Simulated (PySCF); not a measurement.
This PySCF input asks for the NMR shieldings of SMILES FC(C1=CC=C([O-])O1)(F)F, [C5H2F3O2]-; the geometry comes from GFN2-xTB.

```python
import basis_set_exchange as bse
import numpy as np
from pyscf import gto, dft
from pyscf.prop import nmr

atoms = """
O     2.703136   -1.341066    0.715514
C     1.754321   -0.646496    0.350889
C     1.688530    0.612267   -0.282885
C     0.348158    0.931292   -0.464328
C    -0.394210   -0.108246    0.046447
C    -1.832108   -0.295876    0.116804
F    -2.505736    0.746492   -0.420966
F    -2.358372   -0.434185    1.376375
F    -2.325627   -1.398843   -0.532991
O     0.445684   -1.083970    0.550471
H     2.539270    1.200585   -0.565515
H    -0.061848    1.817361   -0.915842
"""
names = dict.fromkeys(["O", "C", "F", "H"], "pcSseg-1")
basis = {el: gto.basis.parse(bse.get_basis(n, elements=[el], fmt="nwchem")) for el, n in names.items()}
mol = gto.M(atom=atoms, basis=basis, charge=-1, verbose=0)
mf = dft.RKS(mol, xc="PBE0")
mf.grids.level = 2
mf.grids.alignment = dft.numint.BLKSIZE   # the property module wants whole blocks of grid points
mf.conv_tol = 1e-9
mf.kernel()

calc = nmr.RKS(mf)   # GIAO
C = mf.mo_coeff
Co = C[:, mf.mo_occ > 0]
resp = mf.gen_response(singlet=True, hermi=2)
def vind(x):   # induced exchange potential for any number of trial vectors
    d = np.einsum("pi,xij,qj->xpq", C, 2 * x.reshape(-1, C.shape[1], Co.shape[1]), Co, optimize=True)
    return np.einsum("xpq,pi,qj->xij", resp(d - d.transpose(0, 2, 1)), C, Co, optimize=True).ravel()
mo1, _ = nmr.rhf.solve_mo1(calc, with_cphf=vind)
sigma = calc.kernel(mo1)
for i, s in enumerate(sigma):   # ppm
    w = np.linalg.eigvalsh((s + s.T) / 2)
    print("%2d %-2s iso %8.1f  s11 %8.1f  s22 %8.1f  s33 %8.1f" % (i, mol.atom_pure_symbol(i), w.mean(), *w))
```

Question: What does it print?

Answer: 
```
 0 O  iso     50.7  s11    -99.2  s22    -42.1  s33    293.3
 1 C  iso     11.1  s11    -73.9  s22     46.2  s33     61.0
 2 C  iso    111.4  s11     68.4  s22    113.6  s33    152.1
 3 C  iso     60.7  s11    -33.3  s22     53.6  s33    161.7
 4 C  iso     71.9  s11     31.7  s22     79.2  s33    104.7
 5 C  iso     52.8  s11     48.3  s22     51.2  s33     58.8
 6 F  iso    269.8  s11    192.6  s22    249.6  s33    367.2
 7 F  iso    233.0  s11    133.2  s22    220.0  s33    345.8
 8 F  iso    233.1  s11    133.4  s22    220.3  s33    345.7
 9 O  iso     65.9  s11   -120.9  s22    107.8  s33    210.8
10 H  iso     27.8  s11     24.9  s22     27.9  s33     30.6
11 H  iso     25.1  s11     24.0  s22     24.0  s33     27.5
```

These numbers come from an equivalent density-fitted implementation of the same equations, which agrees with the script to about 0.01 ppm for H and up to a few tenths of a ppm for heavy atoms, so last digits may differ.

Question: Turn these shieldings into chemical shifts. Chemical shifts δ = σref − σ; ¹⁷O (σref 336.08) vs H2O; ¹³C (σref 186.93) and ¹H (σref 31.72) against TMS; ¹⁹F (σref 170.95) vs CFCl3, all at this level.

Answer: Averaging equivalent atoms: O 0: 285.4; O 9: 270.2; C 1: 175.8; C 5: 134.1; C 3: 126.3; C 4: 115.0; C 2: 75.5; F 6/7/8: -74.4; H 11: 6.58; H 10: 3.90 ppm. Unscaled 19F shifts against computed CFCl3 carry errors that often reach 10 to 50 ppm. Unscaled 17O shifts of doubly bonded oxygen tend to come out too high, by tens of ppm or more. Experimental scales use liquid or dissolved standards, which lie at an offset from isolated H2O (liquid H2O: subtract about 36 ppm).

Size and cost of the density-fitted run: 180 basis functions, 24 s wall time on 1 thread of an Arm Neoverse V2, shared host; peak memory 0.79 GiB.
